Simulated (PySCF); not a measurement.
PBE0-D3(BJ)/def2-TZVP geometry optimisation, gas phase with PySCF 2.14 and geomeTRIC: [TiCl4]-, charge -1, multiplicity 2. Start (model start, shaken):

```
5

Ti    0.0000    0.0045   -0.0041
Cl    1.2914    1.2980    1.2899
Cl   -1.3039   -1.2847    1.2974
Cl   -1.3141    1.3122   -1.2995
Cl    1.3064   -1.3188   -1.3053
```

| step | E − E(start) / kcal mol⁻¹ | largest force / Eh bohr⁻¹ |
| --- | --- | --- |
| 0 | 0.00 | 0.00651 |
| 1 | -0.60 | 0.00181 |
| 2 | -0.75 | 0.00050 |
| 3 | -0.78 | 0.00050 |
| 4 | -0.79 | 0.00016 |

The optimisation met its thresholds. End point:

```
5

Ti   -0.0039    0.0022   -0.0043
Cl    1.2862    1.2918    1.3555
Cl   -1.2940   -1.2867    1.3558
Cl   -1.2933    1.2912   -1.3644
Cl    1.2848   -1.2873   -1.3641
```

Metal–donor distances, start → end: Cl2 2.240 → 2.275 Å, Cl3 2.249 → 2.275 Å, Cl4 2.262 → 2.275 Å, Cl5 2.269 → 2.274 Å.

No frequencies were computed, so the end point may be a saddle point.

The job took 77 s on one thread of Intel Xeon 6975P-C (shared host), with 193 basis functions and a peak of 0.79 GiB, launched as `OMP_NUM_THREADS=1 python lf_run.py task.json out`.
